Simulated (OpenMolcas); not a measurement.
## Cl VI: effect of the basis set

```json
{
 "Program": "OpenMolcas",
 "Method": "MS-CASPT2, IPEA 0.25 Eh, imaginary shift 0.1 Eh (closed shells correlated: 2s 2p)",
 "Active space": "2 electrons in 8 orbitals (3s 3p 4s 4p)",
 "State averaging": "2S+1 = 3 even, 3 roots; 2S+1 = 1 even, 7 roots; 2S+1 = 3 odd, 3 roots; 2S+1 = 1 odd, 3 roots",
 "Spin-orbit coupling": "RASSI with atomic mean-field integrals over the reference wave functions, term energies averaged over their components"
}
```

A. ANO-RCC-VTZP [5s4p2d1f], DKH2, point nucleus; CASPT2 step about 3 core-seconds
B. ANO-R2 [5s4p3d1f], X2C, finite nucleus; CASPT2 step about 4 core-seconds
C. ANO-RCC-VQZP [6s5p3d2f1g], DKH2, point nucleus; CASPT2 step of the order of 5 core-seconds
D. ANO-RCC [8s7p5d4f2g], DKH2, point nucleus; CASPT2 step about 15 core-seconds

Energies in eV above 3s2 1S0.

| Level | A | B | C | D |
| --- | --- | --- | --- | --- |
| 3s2 1S0 | 0.0000 | 0.0000 | 0.0000 | 0.0000 |
| 3s 3p 3P* 0 | 12.099 | 12.226 | 12.122 | 12.197 |
| 3s 3p 3P* 1 | 12.163 | 12.289 | 12.185 | 12.260 |
| 3s 3p 3P* 2 | 12.294 | 12.421 | 12.315 | 12.392 |
| 3s 3p 1P* 1 | 18.961 | 18.695 | 18.854 | 18.683 |
| 3p2 3P0 | 29.229 | 29.303 | 29.246 | 29.255 |
| 3p2 3P1 | 29.298 | 29.374 | 29.315 | 29.325 |
| 3p2 3P2 [52 %] | 29.393 | 29.437 | 29.397 | 29.367 |
| 3p2 1D2 [52 %] | 29.675 | 29.630 | 29.620 | 29.550 |
| 3p2 1S0 | 34.695 | 34.480 | 34.537 | 34.409 |

Among A to D the level of the table that moves most is 3p2 1S0, by 2300 cm-1 (lowest in D, highest in A). Moves below CASPT2's spread within the term are not significant.

Term energies are means over components that CASPT2 splits; among the terms shown or strongly mixed into the levels shown the widest spread is 260 cm-1 (3p2 1D, D). Over all roots computed the reference weight is 0.92 to 1.00 in A, 0.91 to 0.99 in B, 0.92 to 1.00 in C, 0.91 to 0.99 in D; the roots of lowest weight are the least certain, and an intruder state may touch them. Active for correlation alone: 4p 4s; no level in the range computed is led by a configuration that fills them, so any true level of that kind is missing. The ¹D term of p² mixes with s d, which this space lacks. Levels of configurations outside the active space are missing.

A share in square brackets marks a mixed level and gives the weight of the term that names it, the lowest over the columns. * marks odd parity.
